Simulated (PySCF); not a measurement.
SMILES CC(C)(C)[SiH2][SiH2]O[SiH3], GFN2-xTB optimised geometry.

```
24

C     -0.38    -3.00     1.24
C      0.11    -2.26     0.00
C     -0.38    -3.00    -1.24
C      1.64    -2.26     0.00
Si    -0.55    -0.46     0.00
Si     0.09     0.66    -1.91
O     -0.33     2.22    -1.73
Si    -0.72     3.66    -1.13
H     -0.04    -2.51     2.15
H     -1.47    -3.03     1.26
H     -0.01    -4.03     1.25
H     -1.47    -3.02    -1.27
H     -0.03    -2.51    -2.15
H     -0.03    -4.03    -1.25
H      2.02    -3.28     0.01
H      2.03    -1.75     0.88
H      2.03    -1.77    -0.89
H     -2.01    -0.55     0.17
H     -0.08     0.17     1.26
H     -0.60     0.27    -3.16
H      1.53     0.70    -2.21
H      0.31     4.03    -0.16
H     -0.74     4.57    -2.28
H     -2.03     3.52    -0.50
```

Density from PBE/def2-SVP run with PySCF 2.14.0 at that geometry.

Minimum of the electron density along straight lines between bonded atoms, close to the bond critical point (lines longer than 1.1 times the sum of covalent radii, or with two minima, are not listed):

```json
[
 {"bond": "C1–C2", "length / Å": "1.527", "ρ at the minimum / e bohr⁻³": "0.240", "∇²ρ there / e bohr⁻⁵": "-0.51", "position (fraction from the first atom)": "0.50"},
 {"bond": "C2–C3", "length / Å": "1.529", "ρ at the minimum / e bohr⁻³": "0.239", "∇²ρ there / e bohr⁻⁵": "-0.51", "position (fraction from the first atom)": "0.50"},
 {"bond": "C2–C4", "length / Å": "1.528", "ρ at the minimum / e bohr⁻³": "0.239", "∇²ρ there / e bohr⁻⁵": "-0.51", "position (fraction from the first atom)": "0.50"},
 {"bond": "C2–Si5", "length / Å": "1.923", "ρ at the minimum / e bohr⁻³": "0.109", "∇²ρ there / e bohr⁻⁵": "0.27", "position (fraction from the first atom)": "0.62"},
 {"bond": "Si6–O7", "length / Å": "1.625", "ρ at the minimum / e bohr⁻³": "0.124", "∇²ρ there / e bohr⁻⁵": "1.05", "position (fraction from the first atom)": "0.42"},
 {"bond": "O7–Si8", "length / Å": "1.613", "ρ at the minimum / e bohr⁻³": "0.128", "∇²ρ there / e bohr⁻⁵": "1.10", "position (fraction from the first atom)": "0.58"},
 {"bond": "C1–H9", "length / Å": "1.087", "ρ at the minimum / e bohr⁻³": "0.275", "∇²ρ there / e bohr⁻⁵": "-0.99", "position (fraction from the first atom)": "0.63"},
 {"bond": "C1–H10", "length / Å": "1.087", "ρ at the minimum / e bohr⁻³": "0.275", "∇²ρ there / e bohr⁻⁵": "-0.99", "position (fraction from the first atom)": "0.63"},
 {"bond": "C1–H11", "length / Å": "1.090", "ρ at the minimum / e bohr⁻³": "0.272", "∇²ρ there / e bohr⁻⁵": "-0.97", "position (fraction from the first atom)": "0.63"},
 {"bond": "C3–H12", "length / Å": "1.088", "ρ at the minimum / e bohr⁻³": "0.274", "∇²ρ there / e bohr⁻⁵": "-0.99", "position (fraction from the first atom)": "0.63"},
 {"bond": "C3–H13", "length / Å": "1.089", "ρ at the minimum / e bohr⁻³": "0.273", "∇²ρ there / e bohr⁻⁵": "-0.97", "position (fraction from the first atom)": "0.62"},
 {"bond": "C3–H14", "length / Å": "1.090", "ρ at the minimum / e bohr⁻³": "0.272", "∇²ρ there / e bohr⁻⁵": "-0.97", "position (fraction from the first atom)": "0.63"},
 {"bond": "C4–H15", "length / Å": "1.091", "ρ at the minimum / e bohr⁻³": "0.272", "∇²ρ there / e bohr⁻⁵": "-0.97", "position (fraction from the first atom)": "0.63"},
 {"bond": "C4–H16", "length / Å": "1.089", "ρ at the minimum / e bohr⁻³": "0.274", "∇²ρ there / e bohr⁻⁵": "-0.99", "position (fraction from the first atom)": "0.63"},
 {"bond": "C4–H17", "length / Å": "1.089", "ρ at the minimum / e bohr⁻³": "0.273", "∇²ρ there / e bohr⁻⁵": "-0.98", "position (fraction from the first atom)": "0.63"},
 {"bond": "Si5–H18", "length / Å": "1.478", "ρ at the minimum / e bohr⁻³": "0.113", "∇²ρ there / e bohr⁻⁵": "0.29", "position (fraction from the first atom)": "0.49"},
 {"bond": "Si5–H19", "length / Å": "1.478", "ρ at the minimum / e bohr⁻³": "0.112", "∇²ρ there / e bohr⁻⁵": "0.30", "position (fraction from the first atom)": "0.49"},
 {"bond": "Si6–H20", "length / Å": "1.469", "ρ at the minimum / e bohr⁻³": "0.117", "∇²ρ there / e bohr⁻⁵": "0.31", "position (fraction from the first atom)": "0.49"},
 {"bond": "Si6–H21", "length / Å": "1.470", "ρ at the minimum / e bohr⁻³": "0.116", "∇²ρ there / e bohr⁻⁵": "0.31", "position (fraction from the first atom)": "0.49"},
 {"bond": "Si8–H22", "length / Å": "1.462", "ρ at the minimum / e bohr⁻³": "0.118", "∇²ρ there / e bohr⁻⁵": "0.31", "position (fraction from the first atom)": "0.49"},
 {"bond": "Si8–H23", "length / Å": "1.460", "ρ at the minimum / e bohr⁻³": "0.119", "∇²ρ there / e bohr⁻⁵": "0.31", "position (fraction from the first atom)": "0.49"},
 {"bond": "Si8–H24", "length / Å": "1.462", "ρ at the minimum / e bohr⁻³": "0.119", "∇²ρ there / e bohr⁻⁵": "0.31", "position (fraction from the first atom)": "0.49"}
]
```
